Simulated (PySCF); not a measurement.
C₂H₆Sb, SMILES [CH3][Sb+][CH3] (connectivity only; charge and spin as stated), charge +1, multiplicity 1. Atoms are numbered in the order given.

```xyz
9

Sb     0.0000     0.0000     0.3982
C      1.5845     0.0096    -1.0429
H      1.6733    -1.0357    -1.4015
H      2.5374     0.3129    -0.5887
H      1.3234     0.6403    -1.9074
C     -1.5845    -0.0096    -1.0429
H     -1.3234    -0.6403    -1.9074
H     -1.6733     1.0357    -1.4015
H     -2.5374    -0.3129    -0.5887
```
Charge +1, spin multiplicity 1.

Geometry optimised at B3LYP-D3(BJ)/def2-SVP. The spin state was assumed, not searched. The isomer is the one that the SMILES or the coordinates give; other isomers of the formula were not compared. The def2 effective core potentials stand for the cores of Sb; spin–orbit coupling is left out.

Level of theory: B3LYP/def2-TZVPD (PySCF).

Mulliken values depend strongly on the basis, most of all with diffuse functions as here. ESP charges are fitted to the potential on shells at 1.4 to 2.0 van der Waals radii. Atomic charges (e):

```json
[
 {"atom": "Sb1", "Mulliken": "1.19", "ESP fit": "?"},
 {"atom": "C2", "Mulliken": "-1.09", "ESP fit": "?"},
 {"atom": "H3", "Mulliken": "0.35", "ESP fit": "?"},
 {"atom": "H4", "Mulliken": "0.31", "ESP fit": "?"},
 {"atom": "H5", "Mulliken": "0.33", "ESP fit": "?"},
 {"atom": "C6", "Mulliken": "-1.09", "ESP fit": "?"},
 {"atom": "H7", "Mulliken": "0.33", "ESP fit": "?"},
 {"atom": "H8", "Mulliken": "0.35", "ESP fit": "?"},
 {"atom": "H9", "Mulliken": "0.31", "ESP fit": "?"}
]
```

**Question.** Complete the blanks. (The exact figures need the calculation; the answer reports its results.)

**Answer.** 
- Sb1, ESP fit: 0.67
- C2, ESP fit: -0.08
- H3, ESP fit: 0.11
- H4, ESP fit: 0.08
- H5, ESP fit: 0.06
- C6, ESP fit: -0.08
- H7, ESP fit: 0.06
- H8, ESP fit: 0.11
- H9, ESP fit: 0.08
